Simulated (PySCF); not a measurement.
Isomers of C9H13F. Level of theory: PBE0-D3(BJ)/def2-SVP geometry optimisation, gas phase (PySCF 2.14.0). Energies are electronic, without zero-point or thermal terms, for one conformer each. No frequencies were run at this level. Point groups hold within 0.08 Å.

**Question.** Rank from lowest to highest electronic energy at this level (kcal/mol).
A. `[CH3:1][CH2:2][C@@:3]12[CH:4]=[CH:5][C@@:6]([F:7])([CH2:8][CH2:9]1)[CH2:10]2` with C1–C2–C3–C4 60°
B. `[CH2:1]=[CH:2][C@@:3]1([F:4])[CH2:5][CH2:6][C:7]12[CH2:8][CH2:9][CH2:10]2` with C1–C2–C3–F4 3°
C. `[CH2:1]=[CH:2]/[C:3](=[CH:4]\[CH2:5][F:6])[C:7](=[CH2:8])[CH2:9][CH3:10]` with C1–C2–C3–C4 -161°, C3–C4–C5–F6 -169°, C2–C3–C7–C8 43°, C3–C7–C9–C10 65°

**Answer.** A (0.0), B (29.8), C (37.6).

As drawn, the lowest has a quaternary carbon, which the highest lacks.

```tsv
SMILES	E (Eh)	E rel (kcal/mol)	dipole (D)	point group	A, B, C (MHz)
CC[C@@]12C=C[C@@](F)(CC1)C2	-449.78373	0.0	1.95	C1	2532, 1026, 950.9
C=C[C@@]1(F)CCC12CCC2	-449.73629	29.8	1.52	C1	2051, 1103, 1004
C=C/C(=C\CF)C(=C)CC	-449.72377	37.6	1.61	C1	1544, 842.5, 656.2
```
